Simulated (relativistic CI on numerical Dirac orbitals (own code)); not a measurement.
How well does a small relativistic CI reproduce Ge⁴⁺?

Computed by Dirac-Coulomb-Breit CI, KLI orbitals optimised for each configuration, model QED (radiative potential, 1s self-energy scaled to tabulated hydrogen-like ionisation energies), valence Slater integrals scaled by 0.85, P86 correlation energy added to each configuration (own radial code, finite nucleus).

Configuration list (outside the closed core [Ar]): 3d¹⁰, 3d⁹4s, 3d⁹4p, 3d⁹4d, 3d⁹5s, 3d⁹5p, 3d⁸4s², 3d⁹4f, 3d⁹5d, 3d⁸4s4p, 3d⁹5f, 3d⁹5g, 3d⁸4p², 3d⁸4s4d. Levels of other configurations are missing.

```tsv
Configuration	Term (tabulated)	J	Measured (cm⁻¹)	Computed	Error	Purity (%)
3d¹⁰	1S	0	0.0	0	0	100
3d⁹4s	3D	3	234219.3	232098	-2121	100
3d⁹4s	3D	2	235967.0	233760	-2207	82
3d⁹4s	3D	1	238764.9	236546	-2219	100
3d⁹4s	1D	2	241935.2	239408	-2527	82
3d⁹4p	3P°	2	323748.9	321358	-2391	96
3d⁹4p	3P°	1	327753.0	325335	-2418	96
3d⁹4p	3F°	3	327891.0	324976	-2915	67
3d⁹4p	3F°	4	329847.8	326885	-2962	100
3d⁹4p	3P°	0	330332.5	327710	-2622	100
3d⁹4p	3F°	2	330790.6	327947	-2844	94
3d⁹4p	1D°	2	335560.3	332325	-3235	62
3d⁹4p	3D°	3	337168.1	333785	-3383	58
3d⁹4p	3D°	2	340295.7	336849	-3447	58
3d⁹4d	3S	1	456051.8	451096	-4956	90
3d⁹4d	3G	5	461417.5	455290	-6127	100
3d⁹4d	3G	4	461642.6	455512	-6131	62
3d⁹4d	3P	2	461828.5	455689	-6139	77
3d⁹4d	3D	3	463361.6	457116	-6246	85
3d⁹4d	3P	0	463957.9	457816	-6142	100
3d⁹4d	3D	1	467029.1	460777	-6252	80
3d⁹4d	3F	4	467386.7	458357	-9029	60
3d⁹5s	(5/2,1/2)	3	490741.7	483771	-6971	100
3d⁹5s	(5/2,1/2)	2	491443.3	484450	-6993	54
3d⁹5s	(3/2,1/2)	1	495288.4	488245	-7043	100
3d⁹5s	(3/2,1/2)	2	495907.7	488839	-7069	54
3d⁹5p	3P°	2	522959.0	516062	-6897	93
3d⁹5p	3F°	3	524232.0	517230	-7002	57
3d⁹5p	3F°	4	524950.0	517858	-7092	100
3d⁹5p	3P°	1	525343.0	518437	-6906	75
3d⁹5p	3D°	3	526902.0	519812	-7090	80
3d⁹5p	3P°	0	528156.0	521136	-7020	100
3d⁹5p	3F°	2	528625.0	521547	-7078	72
3d⁹5p	1P°	1	529476.0	522728	-6748	79
3d⁹5p	3D°	1	530928.0	523801	-7127	94
```

Measured levels from Sugar and Musgrove, J. Phys. Chem. Ref. Data 22, 1213 (1993); pairs were made by configuration, J and term (by order where the table uses no LS term), so strongly mixed levels may be paired wrongly.

Mean error by configuration (cm⁻¹): 3d⁹4s -2269; 3d⁹4p -2913; 3d⁹4d -6378; 3d⁹5s -7019; 3d⁹5p -6996. Over the excited levels the mean absolute error is 5216 cm⁻¹ (34 of the 51 excited levels that our extract of the source holds in range could be paired, and the others can miss by more), and the median relative error of those above 1,000 cm⁻¹ is 1.3 %.
